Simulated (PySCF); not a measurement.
# Correlation energy of Br³⁺ (bromine, charge +3)

[Ar] 3d10 4s2 4p2, high-spin 3P determinant. All numbers are calculated (PySCF 2.14, a scalar-relativistic core potential, in cc-pVDZ-PP with ECP10MDF (4s3p2d, 23 functions)). Frozen: 3s2 3p6 3d10; 4 electrons correlated.

MP2 pair energies summed by pair of shells (mhartree):

```json
{"pair": "4s-4p", "energy": "-27.31", "share (%)": "61.6"}
{"pair": "4s-4s", "energy": "-12.53", "share (%)": "28.3"}
{"pair": "4p-4p", "energy": "-4.46", "share (%)": "10.1"}
```

Total MP2 correlation energy: -44.30 mhartree.

Same-spin part -6.86 and opposite-spin part -37.45 mhartree; SCS-MP2 scales them by 1/3 and 6/5 to -47.22 mhartree.

```
  level  correlation energy (mhartree)
   CCSD                         -60.77
    (T)                          -0.49
CCSD(T)                         -61.26
```

Diagnostics: T1 = 0.0051, D1 = 0.0142, largest double amplitude 0.093.

Is a single reference adequate?

Mostly. T1 lies below 0.03, but a double amplitude of this size points to a near-degeneracy that CCSD handles and MP2 describes poorly.
